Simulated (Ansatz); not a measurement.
Coupled-cluster diagnostics for Ge(NH2)2H2 (GeN₂H₆), Ansatz.

Geometry of the singlet (PBE0-D4/def2-TZVP):

```xyz
9

Ge    0.1259    0.0866   -0.6699
N    -1.4313   -0.7248   -0.1115
H    -2.0509   -0.1432    0.4349
H    -1.3108   -1.6084    0.3634
N     1.3416    0.6631    0.5891
H     1.7511   -0.0631    1.1598
H     1.0188    1.4074    1.1912
H    -0.3050    1.3421   -1.4391
H     0.8607   -0.9597   -1.5179
```

Correlated methods freeze 11 core orbitals; core or outer-core shells of Ge are correlated, in sets that lack core-valence functions.

(1) Estimate the CCSD(T) correlation energy, the shares of MP2 and (T), T1 and the reference's ⟨S²⟩ for: charge 0, singlet, own geometry in def2-TZVPP; and the rough time on 4 threads of Arm Neoverse V1 on a shared host.

Results:

(1) 
```json
{"state": "charge 0, singlet, own geometry", "basis": "def2-TZVPP", "correlation (eV)": "-20.361", "MP2 share (%)": "93.5", "(T) share (%)": "3.5", "T1": "0.011", "⟨S²⟩ (pure)": "0.00 (0.00)", "wall time": "56 s"}
```
Customary marks for T1 are 0.02 (closed shells), 0.045 (open shells) and about 0.05 (3d metals). T1 stays under 0.02 throughout.
